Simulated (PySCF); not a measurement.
# Excitation energy of Bi⁺ by level of theory

Bi⁺ [Xe] 4f14 5d10 6s2 6p2 (3P) → Bi⁺ [Xe] 4f14 5d10 6s2 6p1 6d1 (high-spin determinant), as a difference of total energies. Calculation: PySCF 2.14, in aug-cc-pwCVTZ-PP with ECP60MDF (8s7p6d4f1g, 96 functions); scalar relativity through the core potential. Correlated levels: valence: 5s2 5p6 5d10 frozen. The calculations carry no spin-orbit coupling.

```tsv
method	excitation energy (eV)
UHF	9.103
MP2 (valence)	9.039
SCS-MP2 (valence)	9.044
CCSD (valence)	8.721
CCSD(T) (valence)	8.585
```

Question: How much does correlation contribute at CCSD(T) (valence)?

Answer: 8.585 − (9.103) = -0.518 eV, measured against UHF.

Spin-orbit coupling is strong in these open shells (close to jj coupling). The scalar numbers leave it out and a first-order estimate fails, so it can dominate the gap to the real levels.

The promoted electron is Rydberg-like, and one or two diffuse shells describe it only roughly, which tends to raise the upper state.

The coupled-cluster amplitudes are large for the upper state (T1 above 0.03 or a double amplitude above 0.15), so a single reference is strained.

The determinant of the upper state mixes LS terms, which raises its energy above the lowest term, most at the Hartree-Fock and MP2 levels.
